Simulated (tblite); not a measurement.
Run record: tight-binding relaxation, `CSc1ccccc1C(=O)F`.

Computed with GFN2-xTB geometry optimisation, gas phase (tblite 0.8.0). Start geometry: from a force field or distance geometry. The command runs a driver script over a list of jobs; the input below is this job's line of settings and its coordinates in Å.

Command:
```bash
OMP_NUM_THREADS=1 python probes_run.py task.json out
```

Input:
```
{"job": {"kind": "relax", "xc": "GFN2-xTB", "basis": "xTB"}, "charge": 0, "multiplicity": 1}
C      2.848400    -0.663400     0.824200
S      1.797000    -0.921200    -0.632200
C      0.104800    -0.474000    -0.344600
C     -0.759400    -1.443700     0.126000
C     -2.092200    -1.157400     0.373400
C     -2.545800     0.122900     0.104700
C     -1.713100     1.125800    -0.377600
C     -0.384200     0.800100    -0.589800
C      0.515300     1.826100    -1.101600
O      1.737400     1.577900    -1.318800
F     -0.001000     3.073400    -1.339700
H      3.907600    -0.871600     0.554900
H      2.631500    -1.396900     1.661800
H      2.762400     0.379100     1.215100
H     -0.360000    -2.446400     0.327800
H     -2.734000    -1.938500     0.753800
H     -3.603700     0.308500     0.311000
H     -2.119900     2.105500    -0.560100
```

Q: What does the run print?

A: 
```
step      E/eV     max force
  0    -889.64211    5.376
  1    -889.87264    6.821
  2    -890.10654    1.400
  3    -890.15383    0.830
  4    -890.20448    0.581
  5    -890.22279    0.430
  6    -890.24575    0.360
  7    -890.26117    0.272
  8    -890.27818    0.344
  9    -890.29063    0.301
... (113 lines left out)
123    -890.46983    0.014
124    -890.46988    0.020
125    -890.46995    0.023
126    -890.47004    0.023
127    -890.47012    0.023
128    -890.47020    0.021
129    -890.47026    0.014
130    -890.47031    0.014
131    -890.47034    0.014
132    -890.47037    0.010
```

«max force» is the largest atomic force in eV/Å.

Q: From which step on does the largest force stay under 0.1 eV/Å, and how much energy is left to gain from there?

A: From step 110 (0.073 eV/Å), 2.2 meV above the end.

Main results: energy lowered by 19.1 kcal/mol over 132 steps; largest atomic force 0.010 eV/Å at the end.

Q: Give the final coordinates.

A: 0.668 Å rms from the input after alignment:
```
atom  x, y, z in Å
C1     2.7972   -0.2251    0.5848
S2     1.7381   -1.4125   -0.2922
C3     0.1129   -0.7413   -0.2073
C4    -0.9004   -1.6740    0.0160
C5    -2.2104   -1.2781    0.1750
C6    -2.5397    0.0725    0.1341
C7    -1.5598    1.0042   -0.1211
C8    -0.2273    0.6177   -0.3302
C9     0.7210    1.6128   -0.8078
O10    1.7530    1.4789   -1.3799
F11    0.2706    2.8944   -0.5943
H12    3.5779   -0.8206    1.0479
H13    2.2107    0.2821    1.3442
H14    3.2278    0.4880   -0.1120
H15   -0.6283   -2.7164    0.0786
H16   -2.9771   -2.0160    0.3548
H17   -3.5597    0.3889    0.2866
H18   -1.8152    2.0507   -0.1888
```

Run on one thread of an x86-64 server (shared host).
Labels such as C1 count atoms from 1, the log's own numbers from 0.
